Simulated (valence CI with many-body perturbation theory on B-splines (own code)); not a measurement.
Ta⁶⁷⁺: electric-dipole lines

Level of theory: valence CI with perturbative core correlation (CI+MBPT): four valence electrons over a frozen Dirac-Fock core [He], a basis of 11 s, 11 p, 9 d, 7 f, 5 g, 2 h, 1 i functions for each j, with the one-electron correlation potential Σ1 (screened to all orders), the two-electron term Σ2, the three-electron term Σ3, Breit, model QED; selected single and double excitations, second order for the rest (own B-spline code, finite nucleus).

No measured spectrum was set against this ion. As an estimate, large intervals hold to a few tenths of a per cent, small ones and those within an open d or f shell to about a per cent. Among the levels kept, up to 270 cm⁻¹ of a level comes from second order outside the variational space, and about a tenth of that is noise between levels of different J, which matters for small intervals.

Lines 201 to 249 of 249 in falling wavelength, among levels below 12412 eV, chosen from the strongest by gf and those to the six lowest levels. Wavelengths and rates use the calculated energies. Electric multipoles are in the length gauge, E1 and E2 with the static RPA response of the core. Weak lines are less certain than strong ones. Lines between different terms over intervals too small for the method are left out, as are lines whose strength nearly cancels. The highest levels of a list are the least certain.

Levels are named by their leading jj configuration (3d3/2^4 stands for four electrons in 3d with j = 3/2), which in mixed levels can hold well under half, so a name can repeat and another be missing. Letters in brackets count levels of one name in rising energy.

```
λ vac (Å)                           Upper                   Lower   A (s⁻¹)  log gf  Branch %
    1.170  (2s 2p1/2 2p3/2 3d3/2) J=3 [a]  (2s 2p1/2^2 2p3/2) J=2  3.78e+14   -0.27      84.7
    1.169  (2s 2p1/2 2p3/2 3d3/2) J=2 [c]  (2s 2p1/2^2 2p3/2) J=1  4.24e+12   -2.36       1.7
    1.168  (2s 2p1/2 2p3/2 3d3/2) J=1 [c]  (2s 2p1/2^2 2p3/2) J=1  2.68e+14   -0.78      48.3
    1.167  (2s 2p1/2 2p3/2 3d5/2) J=2 [a]  (2s 2p1/2^2 2p3/2) J=1  8.11e+13   -1.08       8.3
    1.166  (2s 2p1/2 2p3/2 3d3/2) J=1 [d]  (2s 2p1/2^2 2p3/2) J=1  1.12e+15   -0.17      82.8
    1.165  (2s 2p1/2 2p3/2 3d3/2) J=3 [b]  (2s 2p1/2^2 2p3/2) J=2  1.42e+15    0.31      93.8
    1.165  (2s 2p1/2 2p3/2 3d3/2) J=2 [d]  (2s 2p1/2^2 2p3/2) J=1  1.66e+15    0.23      83.6
    1.164  (2s 2p1/2 2p3/2 3d3/2) J=2 [b]  (2s 2p1/2^2 2p3/2) J=2  1.45e+15    0.17      84.6
    1.164  (2s 2p1/2 2p3/2 3d3/2) J=0 [b]  (2s 2p1/2^2 2p3/2) J=1  1.85e+15   -0.43      82.3
    1.164  (2s 2p1/2 2p3/2 3d5/2) J=1 [a]  (2s 2p1/2^2 2p3/2) J=1  3.80e+14   -0.63      21.6
    1.163  (2s 2p1/2 2p3/2 3d3/2) J=1 [b]  (2s 2p1/2^2 2p3/2) J=2  1.55e+15   -0.02      89.1
    1.162          (2s^2 2p1/2 3d3/2) J=1      (2s^2 2p1/2^2) J=0  1.79e+15    0.04      87.5
    1.161  (2s 2p1/2 2p3/2 3d5/2) J=2 [b]  (2s 2p1/2^2 2p3/2) J=1  1.05e+13   -1.97       0.8
    1.161          (2s^2 2p3/2 3d3/2) J=2  (2s^2 2p1/2 2p3/2) J=2  6.76e+14   -0.17      45.5
    1.160  (2s 2p1/2 2p3/2 3d5/2) J=1 [b]  (2s 2p1/2^2 2p3/2) J=1  5.36e+13   -1.49       3.7
    1.160          (2s^2 2p3/2 3d3/2) J=3  (2s^2 2p1/2 2p3/2) J=2  1.35e+15    0.28      98.1
    1.159      (2s 2p1/2 2p3/2 3d5/2) J=0  (2s 2p1/2^2 2p3/2) J=1  1.27e+13   -2.59       0.9
    1.159          (2s^2 2p3/2 3d3/2) J=1  (2s^2 2p1/2 2p3/2) J=2  2.35e+14   -0.85      13.3
    1.159          (2s^2 2p3/2 3d3/2) J=2  (2s^2 2p1/2 2p3/2) J=1  6.81e+14   -0.16      45.8
    1.159          (2p1/2^2 2p3/2 3s) J=2  (2s^2 2p1/2 2p3/2) J=2  8.10e+12   -2.09       6.1
    1.158  (2s 2p1/2 2p3/2 3d3/2) J=3 [c]  (2s 2p1/2^2 2p3/2) J=2  1.86e+13   -1.58      15.9
    1.158          (2p1/2^2 2p3/2 3s) J=1  (2s^2 2p1/2 2p3/2) J=2  1.59e+13   -2.02       5.8
    1.157          (2s^2 2p3/2 3d3/2) J=1  (2s^2 2p1/2 2p3/2) J=1  1.12e+15   -0.17      63.5
    1.157  (2s 2p1/2 2p3/2 3d5/2) J=2 [a]  (2s 2p1/2^2 2p3/2) J=2  4.02e+12   -2.39       0.4
    1.157          (2s^2 2p3/2 3d3/2) J=0  (2s^2 2p1/2 2p3/2) J=1  1.37e+15   -0.56      99.9
    1.157  (2s 2p1/2 2p3/2 3d5/2) J=3 [a]  (2s 2p1/2^2 2p3/2) J=2  2.47e+13   -1.46       1.2
    1.157          (2p1/2^2 2p3/2 3s) J=2  (2s^2 2p1/2 2p3/2) J=1  1.08e+13   -1.96       8.2
    1.156          (2p1/2^2 2p3/2 3s) J=1  (2s^2 2p1/2 2p3/2) J=1  6.01e+12   -2.44       2.2
    1.153  (2s 2p1/2 2p3/2 3d5/2) J=3 [b]  (2s 2p1/2^2 2p3/2) J=2  1.85e+12   -2.59       0.1
    1.150  (2s 2p1/2 2p3/2 3p3/2) J=3 [a]  (2s^2 2p1/2 2p3/2) J=2  3.62e+13   -1.30      37.0
    1.148          (2s^2 2p3/2 3d5/2) J=3  (2s^2 2p1/2 2p3/2) J=2  1.24e+13   -1.77       0.5
    1.147  (2s 2p1/2 2p3/2 3p3/2) J=2 [a]  (2s^2 2p1/2 2p3/2) J=2  5.48e+13   -1.27      16.0
    1.147  (2s 2p1/2 2p3/2 3p3/2) J=1 [a]  (2s^2 2p1/2 2p3/2) J=1  3.20e+14   -0.72      92.4
    1.145  (2s 2p1/2 2p3/2 3p3/2) J=2 [a]  (2s^2 2p1/2 2p3/2) J=1  2.49e+14   -0.61      72.8
    1.144  (2s 2p1/2 2p3/2 3p3/2) J=2 [b]  (2s^2 2p1/2 2p3/2) J=2  2.49e+14   -0.61      88.2
    1.143  (2s 2p1/2 2p3/2 3p3/2) J=0 [a]  (2s^2 2p1/2 2p3/2) J=1  5.14e+14   -1.00      99.1
    1.143  (2s 2p1/2 2p3/2 3p3/2) J=3 [b]  (2s^2 2p1/2 2p3/2) J=2  2.89e+14   -0.40      88.2
    1.142  (2s 2p1/2 2p3/2 3p3/2) J=1 [b]  (2s^2 2p1/2 2p3/2) J=2  4.95e+14   -0.54      94.4
    1.142          (2s 2p1/2^2 3p3/2) J=1      (2s^2 2p1/2^2) J=0  5.06e+14   -0.53      99.4
    1.142  (2s 2p1/2 2p3/2 3p3/2) J=2 [b]  (2s^2 2p1/2 2p3/2) J=1  2.36e+13   -1.64       8.3
    1.140  (2s 2p1/2 2p3/2 3p3/2) J=1 [b]  (2s^2 2p1/2 2p3/2) J=1  1.17e+13   -2.16       2.2
    1.137  (2s 2p1/2 2p3/2 3p3/2) J=2 [c]  (2s^2 2p1/2 2p3/2) J=2  2.76e+13   -1.57       9.3
    1.137  (2s 2p1/2 2p3/2 3p3/2) J=3 [c]  (2s^2 2p1/2 2p3/2) J=2  1.99e+14   -0.57      87.6
    1.135  (2s 2p1/2 2p3/2 3p3/2) J=2 [c]  (2s^2 2p1/2 2p3/2) J=1  2.54e+14   -0.61      85.5
    1.135  (2s 2p1/2 2p3/2 3p3/2) J=2 [d]  (2s^2 2p1/2 2p3/2) J=2  2.02e+14   -0.71      89.6
    1.135  (2s 2p1/2 2p3/2 3p3/2) J=1 [c]  (2s^2 2p1/2 2p3/2) J=2  5.34e+13   -1.51      22.0
    1.133  (2s 2p1/2 2p3/2 3p3/2) J=2 [d]  (2s^2 2p1/2 2p3/2) J=1  5.77e+12   -2.26       2.6
    1.133  (2s 2p1/2 2p3/2 3p3/2) J=1 [c]  (2s^2 2p1/2 2p3/2) J=1  1.71e+14   -1.01      70.1
    1.132  (2s 2p1/2 2p3/2 3p3/2) J=1 [d]  (2s^2 2p1/2 2p3/2) J=1  1.51e+13   -2.06      37.9
```
